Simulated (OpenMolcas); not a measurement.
An OpenMolcas run meant for Ne+ (ANO-RCC-VDZ, DKH2; inactive shells 1s; intended active space 7 electrons in 4 orbitals (2s 2p)). One step of its input:

```
&CASPT2
Multistate=3 1 2 3
Frozen=0 0
IPEA=0.25
Shift=3.0
MaxIter=60
WThr=0.0 0.3 0.05
PrWF=0.5
NoMix
```

The run finished. Its levels beside those of a sound run (SS-CASPT2, IPEA 0.25 Eh, imaginary shift 0.1 Eh (closed shells correlated: 1s)), in cm-1 above each run's lowest level:

| Level | This run | Usual run |
| --- | --- | --- |
| 2s2 2p5 2P* 3/2 | 0.0 | 0.0 |
| 2s2 2p5 2P* 1/2 | 792 | 792 |
| 2s 2p6 2S 1/2 | 236137 | 235424 |

**Question.** Which setting is unsound, and how much does it matter here?

**Answer.** The level shift is far above the usual 0.1 to 0.3 hartree and damps the second-order energy. Against the sound run the excited levels shown move by 360 cm-1 on average and by 710 cm-1 at most.

Only configurations of the active space appear.

* marks odd parity.
